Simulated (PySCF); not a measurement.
Spin-rotation constants: `COC(=O)[C@H](C)O[SiH3]`, C4H10O3Si

Geometry (Å), atoms numbered from 1 in this order:
```xyz
18

C     2.7932   -0.4098   -0.7715
O     1.7502   -0.5011    0.1962
C     0.6164    0.1221   -0.1059
O     0.4365    0.7488   -1.1167
C    -0.4462   -0.0751    0.9600
C    -0.9749   -1.5107    0.8382
O    -1.4660    0.8418    0.8290
Si   -1.9768    1.6743   -0.4794
H     3.6307   -0.9705   -0.3654
H     2.4661   -0.8367   -1.7211
H     3.0698    0.6337   -0.9301
H     0.0195    0.0609    1.9469
H    -1.3926   -1.6598   -0.1550
H    -0.1734   -2.2234    1.0116
H    -1.7610   -1.6621    1.5726
H    -1.1332    2.8183   -0.8104
H    -3.2287    2.1261    0.1252
H    -2.2383    0.8296   -1.6428
```

Theory: GIAO B3LYP/pcSseg-1 magnetisability, rotational g tensor and spin-rotation constants, non-relativistic, gas phase (PySCF). Geometry: GFN2-xTB.

Question: Give the nuclear spin-rotation constants along the inertial axes (H = +C I·J) beside the isotropic shieldings.

Answer: Rotational constants 2.9846, 1.1559, 0.9114 GHz. A star marks the isotopologue with that one atom substituted, in its own axes.
```tsv
atom	isotope	Caa (kHz)	Cbb (kHz)	Ccc (kHz)	mean (kHz)	σ (ppm)
H9	1H	0.078	-0.100	-0.092	-0.038	28.0
H10	1H	-0.291	-0.117	0.038	-0.123	27.8
H11	1H	-0.283	0.005	-0.060	-0.113	27.7
H12	1H	-0.323	-0.068	0.021	-0.123	27.3
H13	1H	-0.337	-0.107	0.004	-0.146	30.5
H14	1H	-0.006	-0.096	-0.107	-0.070	30.6
H15	1H	-0.170	-0.030	-0.102	-0.101	30.2
H16	1H	-0.228	0.017	-0.049	-0.087	26.8
H17	1H	0.126	-0.096	-0.073	-0.014	27.2
H18	1H	-0.242	-0.106	0.050	-0.099	26.8
C1	13C*	0.591	0.225	0.196	0.337	126.6
O2	17O*	-0.517	-0.344	-0.123	-0.328	149.4
C3	13C*	1.686	0.423	0.261	0.790	-5.7
O4	17O*	-1.630	-0.594	-0.108	-0.777	-81.6
C5	13C*	0.559	0.302	0.222	0.361	109.5
C6	13C*	0.449	0.190	0.147	0.262	157.1
O7	17O*	-0.256	-0.089	-0.055	-0.133	306.3
Si8	29Si*	-1.765	-0.639	-0.553	-0.986	388.4
```
For the geometry as given, no vibrational averaging.

Question: How do the rotational constants and the g tensor change when H9, H10, H11, H12, H13, H14, H15, H16, H17, H18 are replaced by deuterium?

Answer: Constants 2.4412, 1.0072, 0.7926 GHz; g -0.0336, -0.0127, -0.0084, against -0.0411, -0.0146, -0.0096 before.
